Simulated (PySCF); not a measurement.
C2H8BClSi, SMILES CB(C)[SiH2]Cl.

The structure is a stationary point at PBE0-D3(BJ)/def2-SVP. This is a generated structure with no PubChem entry under its InChIKey; it may be hypothetical. One conformer was computed; it need not be the lowest.

Vertical ionisation energy (IE) and electron affinity (EA) in eV. Rows of orbital energies are one-electron estimates. Where ΔSCF, EOM or ADC give a negative EA the extra electron is unbound and the value depends on the basis.

```json
[
 {"level": "−ε(HOMO), −ε(LUMO), r2SCAN/def2-TZVP (PySCF)", "IE": "6.69", "EA": "2.24"},
 {"level": "−ε(HOMO), −ε(LUMO), PBE/def2-TZVP (PySCF)", "IE": "___", "EA": "___"}
]
```

Question: Complete the blanks. (The exact figures need the calculation; the answer reports its results.)

Answer: 
- −ε(HOMO), −ε(LUMO), PBE/def2-TZVP (PySCF), IE: 6.43
- −ε(HOMO), −ε(LUMO), PBE/def2-TZVP (PySCF), EA: 2.53
